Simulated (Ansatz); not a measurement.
Mulliken charges of `[CH3][GeH2][CH]=O` from B3LYP/def2-TZVPP in Ansatz (PBE0-D4/def2-TZVP geometry).

```csv
atom,x (Å),y (Å),z (Å),charge (e)
C1,0.324,1.457,0.062,-0.377
Ge2,-0.644,-0.167,-0.388,0.180
C3,0.359,-1.728,0.374,0.047
O4,1.378,-1.585,0.994,-0.233
H5,-0.188,2.334,-0.335,0.112
H6,0.402,1.551,1.145,0.116
H7,1.331,1.414,-0.354,0.116
H8,-2.068,-0.189,0.205,-0.014
H9,-0.761,-0.382,-1.911,-0.014
H10,-0.049,-2.755,0.212,0.067
```

Q: By hand: the dipole of these point charges (1 e Å = 4.8032 D).

A: Σ q r = (-0.326, 0.137, -0.215) e Å, of length 0.414 e Å = 1.99 D.

Q: How does the dipole of the full density compare? (Estimate.)

A: The calculation gave: (-0.299, 0.126, -0.198) e Å, 1.83 D; the point charges give 1.09 times that, at 0° from its direction.

Point charges leave out the atoms' own dipoles, such as those of lone pairs, and Mulliken's split depends on the basis, so the close match here is no proof of good charges.

B3LYP here is the variant with VWN-RPA as its local correlation; programs differ in this.
